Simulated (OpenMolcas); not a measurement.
## Lines of Hf: computed and rescaled rates

```
Program             : OpenMolcas 26.06
Method              : SS-CASPT2, IPEA 0.25 Eh, imaginary shift 0.1 Eh (closed shells correlated: 5s 5p 6s)
Basis               : ANO-RCC-VQZP [9s8p6d4f3g2h]
Scalar Hamiltonian  : DKH2, point nucleus
Active space        : 2 electrons in 5 orbitals (5d)
State averaging     : 2S+1 = 3 even, 10 roots; 2S+1 = 1 even, 15 roots
Spin-orbit coupling : state interaction with AMFI integrals over the reference wave functions, term energies averaged over their components
```

Rates come from the transition moments of the reference wave functions (E1 and E2 in the length form). At fixed line strength A goes as λ^-3 for E1 and M1 and as λ^-5 for E2, so a rate at the computed wavelength can be rescaled to the measured one. Measured vacuum wavelengths follow from level energies in NIST Handbook of Basic Atomic Spectroscopic Data. Branching counts decays inside the model space alone, at computed energies, and the table is only a selection of the E2 and M1 lines, drawn from those between levels with measured partners whose computed energy lies within a factor of 1.5 of the measured one.

| Upper | Lower | Type | λ computed (nm) | λ measured (nm) | A computed (s-1) | A rescaled (s-1) | Branching % |
| --- | --- | --- | --- | --- | --- | --- | --- |
| 5d² 6s² ¹D₂ [74 %] | 5d² 6s² ³F₂ | M1 | 1529 | 1773 | 5.60e-01 |  | 75.2 |
| 5d² 6s² ³F₃ | 5d² 6s² ³F₂ | M1 | 3546 | 4243 | 5.18e-01 | 3.02e-01 | 100.0 |
| 5d² 6s² ³F₄ | 5d² 6s² ³F₃ | M1 | 3997 | 4523 | 3.03e-01 | 2.09e-01 | 100.0 |
| 5d² 6s² ¹D₂ [74 %] | 5d² 6s² ³F₃ | M1 | 2688 | 3047 | 1.83e-01 |  | 24.6 |
| 5d² 6s² ³P₂ | 5d² 6s² ³F₃ | M1 | 1137 | 1509 | 1.53e-01 |  | 13.6 |
| 5d² 6s² ³P₂ | 5d² 6s² ³P₁ | M1 | 4373 | 4147 | 1.35e-01 | 1.58e-01 | 11.9 |
| 5d² 6s² ³P₀ | 5d² 6s² ³F₂ | E2 | 1303 | 1811 | 7.72e-02 | 1.49e-02 | 100.0 |
| 5d² 6s² ³P₁ | 5d² 6s² ³F₂ | M1 | 1072 | 1521 | 6.38e-02 |  | 22.8 |
| 5d² 6s² ³P₁ | 5d² 6s² ³F₂ | E2 | 1072 | 1521 | 4.13e-02 | 7.18e-03 | 14.7 |
| 5d² 6s² ³P₂ | 5d² 6s² ³F₃ | E2 | 1137 | 1509 | 2.20e-02 | 5.34e-03 | 1.9 |
| 5d² 6s² ³P₂ | 5d² 6s² ³F₄ | E2 | 1589 | 2264 | 1.21e-02 | 2.06e-03 | 1.1 |
| 5d² 6s² ³P₂ | 5d² 6s² ³F₂ | E2 | 860.9 | 1113 | 5.96e-03 | 1.65e-03 | 0.5 |

Spin-changing lines and M1 lines between different terms are not rescaled, since their strength hangs on the term gaps too.

The largest correction is for 5d² 6s² ³P₂ → 5d² 6s² ³F₄ (E2): 1.21e-02 × (1589 / 2264)^5 = 2.06e-03 s-1, a factor of 0.17.

The computed order of these levels differs from the measured one in 1 place, and where term gaps are wrong the rates of spin-changing lines can be off by large factors.

No measured rate stands beside these. Rescaling mends the energy factor alone: line strengths can still be far off where a level mixes with configurations outside the active space, and weak or spin-changing lines hang on small mixing coefficients that depend on the term gaps too, so rescaling need not improve them.

CASPT2 does not keep the components of a term degenerate, so their means are used; among the terms shown or strongly mixed into the levels shown the widest spread is 700 cm-1 (5d² 6s² ³F). Over all roots computed the reference weight is 0.85 to 0.91; the roots of lowest weight are the least certain, and an intruder state may touch them. Some levels mix across a computed gap that differs much from the measured one, so their mixing is not that of the real levels. With the s shell closed, the reference lacks s² → p², s² → d² and s → d mixing, so excited terms can stand far too high and out of order, with CASPT2 too. Some terms miss by over 15 % even with CASPT2, which points to a basis or an active space too small for the shells correlated. Computed and measured levels are paired by configuration, term and J; levels that our copy of the source lacks, or whose pairing is in doubt (as where it misses far off the trend of its configuration), stay unpaired. Levels of configurations outside the active space are missing.

A share in square brackets marks a mixed level and gives the weight of the term that names it.
